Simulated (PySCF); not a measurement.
(H2B-mu-NH2)2.
Structure used (PBE0-D3(BJ)/def2-SVP), in Å, numbered top down from 1:
```xyz
12
B2H8N2 angstrom
B     -0.1598    1.0649   -0.1956
H     -0.2123    1.5179   -1.3255
H     -0.3095    1.8876    0.6905
N      1.1490    0.1782    0.0279
B      0.1794   -1.0795    0.2005
H      0.3276   -1.8938   -0.6933
H      0.2335   -1.5428    1.3261
N     -1.1302   -0.1911   -0.0152
H      1.6944    0.4155    0.8514
H      1.7799    0.1316   -0.7667
H     -1.7541   -0.1427    0.7850
H     -1.6823   -0.4286   -0.8340
```

The closed-shell ground state was solved at several levels (PySCF, density fitting, gas phase, non-relativistic).

| level | basis functions | HOMO (eV) | LUMO (eV) | gap (eV) | dipole (D) |
| --- | --- | --- | --- | --- | --- |
| PBE0/def2-SVPD | 144 | -8.05 | 0.23 | 8.28 | 0.02 |
| B3LYP/pcJ-1 | 188 | -7.83 | 0.60 | 8.43 | 0.02 |
| KT2/pcSseg-1 | 108 | -6.72 | 0.03 | 6.75 | 0.02 |

Task: Estimate the row for PBE0/pcSseg-1, a basis of 108 functions; the other rows only guide the guess.

Result: HOMO -8.04 eV, LUMO 0.96 eV, gap 9.00 eV, dipole 0.02 D.

Task: Over all these levels, which gives the widest orbital gap and which the narrowest?

Result: PBE0/pcSseg-1 (global hybrid, 25 % exact exchange) has the widest, 9.00 eV, and KT2/pcSseg-1 (GGA) the narrowest, 6.75 eV. The two share the basis. From the narrowest to the widest the HOMO moves by -1.32 eV and the LUMO by +0.93 eV.

Task: How far do the dipole and the HOMO energy spread over the levels?

Result: The dipole runs from 0.02 to 0.02 D (mean 0.02 D) and the HOMO from -8.05 to -6.72 eV.

One conformer stands for the species.
